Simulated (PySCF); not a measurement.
Input for PySCF: R-MP2/6-31G* on CH5F2N (a complex), monomers drawn apart or pushed together.

```python
from pyscf import gto, scf, dft, mp
from pyscf.data.elements import chemcore

mol = gto.M(
    atom='''
    N    -0.00899791   -0.09882619   -0.11896574
    H    -1.02158851   -0.08224058   -0.17192577
    H     0.31877598    0.83279346   -0.34891244
    H     0.32127543   -0.72331527   -0.84607353
    F    -1.04532175   -0.47597452    3.37437177
    C     0.27740604   -0.37067515    3.03991028
    F     0.72679889    0.84825167    3.46838200
    H     0.36786624   -0.41973711    1.95404987
    H     0.82758528   -1.14546744    3.57732618
    ''',
    basis='6-31g*',
    cart=True,
    charge=0, spin=0, verbose=3, max_memory=1800)
mf = scf.RHF(mol)
mf.conv_tol = 1e-8
mf.max_cycle = 100
mf.kernel()
if not mf.converged:
    mf = mf.newton().run(mf.mo_coeff, mf.mo_occ)
pt = mp.MP2(mf, frozen=chemcore(mol)).run()
```

Problem. Predict the final total energy.

Solution. -294.7233 hartree.
